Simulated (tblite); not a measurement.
Species: C₃H₉FSeSi.
Atom-mapped SMILES: `[F:1][CH2:2][CH2:3][CH2:4][Se:5][SiH3:6]` (hydrogens: H7, H8 on C2; H9, H10 on C3; H11, H12 on C4; H13, H14, H15 on Si6)

Computed with GFN2-xTB (tblite), gas phase: nudged elastic band of 9 images (0 to 8), spring 0.2 eV/Å², climbing image at the end, force threshold 0.05 eV/Å. The top image wasn't refined or checked by frequencies; at this threshold it can lie a kcal/mol or more above the true saddle point of the method.

The band describes a rotation about C2–C3 (sp3 C–F carbon, chain CH2 carbon), followed by the dihedral F1–C2–C3–C4, from the optimised start (-65°) to a second optimised geometry at 64°.

**Question.** How does the energy change from image to image?

**Answer.** 
```
image  dihedral (°)  E (kcal/mol)  C2–C3 (Å)  F1···C4 (Å)  largest true force (eV/Å)
    0           -65          0.00      1.523         2.94                       0.01
    1           -49          0.52      1.525         2.79                       0.05
    2           -34          1.78      1.531         2.70                       0.07
    3           -17          3.12      1.537         2.63                       0.06
    4             0          3.75      1.540         2.61                       0.03
    5            17          3.32      1.538         2.63                       0.05
    6            33          2.17      1.532         2.70                       0.07
    7            49          1.05      1.526         2.79                       0.05
    8            64          0.60      1.523         2.93                       0.01
```

Barriers of this band. The top is image 4 at 0°: 3.75 kcal/mol forward and 3.15 kcal/mol back; the end lies 0.60 kcal/mol above the start. The central bond is 0.017 Å longer at the top than at the start.

**Question.** What rate follows at 200 K for crossing this barrier forward?

**Answer.** Taking the electronic barrier for the free energy of activation (no zero-point or entropy terms, transmission 1), rate = (kT/h)·exp(−ΔE/kT) ≈ 3 × 10^8 s⁻¹, whose inverse is 3 × 10^-9 s. An error of 1 kcal/mol in the barrier changes this by a factor of 12, and the method and the loose band can each miss by that much or more.

**Question.** How would the two end points share their population at 200 K, from these energies alone?

**Answer.** exp(−ΔE/kT) with ΔE = 0.026 eV gives 0.22 for the higher one (end) against 1 for the lower, without vibrational, rotational or degeneracy terms. GFN2-xTB can put conformers this close in the wrong order.

**Question.** How long is the path, and how are the images spaced?

**Answer.** Cartesian distances between aligned neighbours (all atoms, Å): 0.50, 0.51, 0.51, 0.51, 0.51, 0.51, 0.50, 0.46; the sum is 3.99 Å, and the top lies 51 % of the way along.

The cost below is that of the whole band run. The run took about 8 s of CPU time (one thread, shared machine).
